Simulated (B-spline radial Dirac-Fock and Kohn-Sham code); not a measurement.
# K-line shifts caused by a second vacancy in Ar⁶⁺

System: the Ar⁶⁺ ion, 1s2 2s2 2p6 3s2.

Input file task.json (cfg lists n, l and occupation; rrms is the nuclear radius in fm):

```json
{"items": [{
  "Z": 18,
  "q": 6,
  "cfg": [[1, 0, 2], [2, 0, 2], [2, 1, 6], [3, 0, 2]],
  "A": 40,
  "rrms": 3.4274,
  "do": ["binding", "quiet", "double"]
}]}
```

Launch: `python xray_run.py task.json out`

Method: Dirac-Fock energy differences between relaxed states, corrected for Breit and QED terms. Computed with a radial B-spline solver. Each two-hole energy is an average over J within one jj subconfiguration, not an observable level; in light atoms, where LS coupling holds, the j-resolved values are not observed lines, and for a K spectator the Kα1 hypersatellite is nearly forbidden. Correlation energy is missing from these numbers.

Lines without a spectator: Kα2 (K-L2) 2964.3 eV, Kα1 (K-L3) 2966.5 eV. Shifts in eV with one spectator hole (a dash: not computed, or left out as unreliable):

```
spectator hole     Kα2     Kα1
        K (1s)  +184.5  +185.1
    L2 (2p1/2)  +15.87  +19.41
    L3 (2p3/2)  +18.81  +17.82
```

With n spectator holes in 2p, averaged over the 2p shell (energies in eV):

| n | KαLⁿ | step | hypersatellite KαʰLⁿ |
| --- | --- | --- | --- |
| 0 | 2965.8 | – | 3150.7 |
| 1 | 2984.2 | +18.4 | 3170.5 |
| 2 | 3004.0 | +19.9 | 3191.8 |
| 3 | 3025.3 | +21.3 | 3214.4 |
| 4 | 3048.1 | +22.7 | 3238.5 |
| 5 | 3072.2 | +24.1 | 3263.9 |

Run: 10 s of CPU time on 1 thread of Intel(R) Xeon(R) Platinum 8375C CPU @ 2.90GHz (shared host), peak memory 0.30 GiB.
